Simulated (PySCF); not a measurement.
Computed with PySCF with PBE-D3(BJ)/def2-TZVP // PBE0-D3(BJ)/def2-SVP. All species are isolated molecules in the gas phase. One relaxed conformer stands for a flexible species; it need not be the lowest. Delta-SCF ions had no search for a lower state. Excitations are Tamm–Dancoff values on a coarser integration grid. The basis has no diffuse functions, so Rydberg states are missing or too high.

Reference species (SMILES): `B[C@@H]1[C@@H]2CC[C@@H](C2)[C@H]1S` (neutral, multiplicity 1).

```yaml
S1 oscillator strength: 0.002
vertical ionisation energy (Delta-SCF): 8.44 eV
S1–T1 gap (TDA): 0.04 eV
```

Changed species: `B[C@]12CC[C@H](CC1)[C@@H]2S`.

Question: Predict the effect on the S1 oscillator strength, vertical ionisation energy (Delta-SCF) and S1–T1 gap (TDA).

Answer: the S1 oscillator strength hardly moves; the vertical ionisation energy (Delta-SCF) rises by 0.13 eV, to 8.57 eV; the S1–T1 gap (TDA) stays essentially unchanged.
